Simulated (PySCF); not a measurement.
A run for PySCF: R-BP86/6-31G* on AlClFH (SMILES [F][AlH][Cl]), a point of a bond scan (R = 1.555 Å).

```python
from pyscf import gto, scf, dft, mp
from pyscf.data.elements import chemcore

mol = gto.M(
    atom='''
    Al   -0.56121200    0.17720720   -0.47070291
    H    -1.75578251   -0.36994628   -1.30318825
    F    -0.21592676    1.78615354   -0.49600494
    Cl    0.64675761   -1.05936054    0.69919827
    ''',
    basis='6-31g*',
    cart=True,
    charge=0, spin=0, verbose=3, max_memory=1800)
mf = dft.RKS(mol, xc='b88,p86')
mf.conv_tol = 1e-8
mf.max_cycle = 100
mf.kernel()
if not mf.converged:
    mf = mf.newton().run(mf.mo_coeff, mf.mo_occ)
```

It printed:

```
converged SCF energy = -803.228139043031
```

Self-consistency was reached.

Cost: very roughly 5 core-seconds.
